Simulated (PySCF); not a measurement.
CH₅Cl₂NZr, SMILES [Zr]([Cl])([NH2])([CH3])[Cl], multiplicity 1.

Coordinates come from a PBE-D3(BJ)/def2-SVP optimisation. The multiplicity is an assumed one; no other spin state was optimised. The structure was generated by enumeration; whether it is a known compound was not checked. The def2 effective core potentials stand for the cores of Zr; spin–orbit coupling is left out. Other conformers were not sampled.

Two levels are set side by side: PBE/def2-TZVP (PySCF) and PBE0/def2-TZVP (PySCF). Same geometry, gas phase. Differences are taken from unrounded values.

| quantity | PBE0 |
|---|---|
| orbital gap (eV) | 6.12 |
| highest occupied level (eV) | -7.91 |
| lowest empty level (eV) | -1.78 |
| dipole moment (D) | 2.66 |
| mean polarisability (bohr³) | 88.0 |

Task: What does PBE give, and how far is it from PBE0? (Estimate from the structure and the level; the computed values follow.)

Result: 
```
quantity                       PBE  PBE minus PBE0
---------------------------  -----  --------------
orbital gap (eV)              3.90           -2.23
highest occupied level (eV)  -6.56            1.35
lowest empty level (eV)      -2.66           -0.88
dipole moment (D)             2.63           -0.02
mean polarisability (bohr³)   92.4             4.4
```

PBE's occupied levels lie high since its potential decays too fast outside the molecule; exact exchange lowers them and widens the gap. PBE's more diffuse valence density responds more strongly to a field. Differences between two approximate levels are no errors against the true value.

Rough cost on one machine, each run with all the roots and properties that it gave: PBE0 against PBE within a factor of 2.
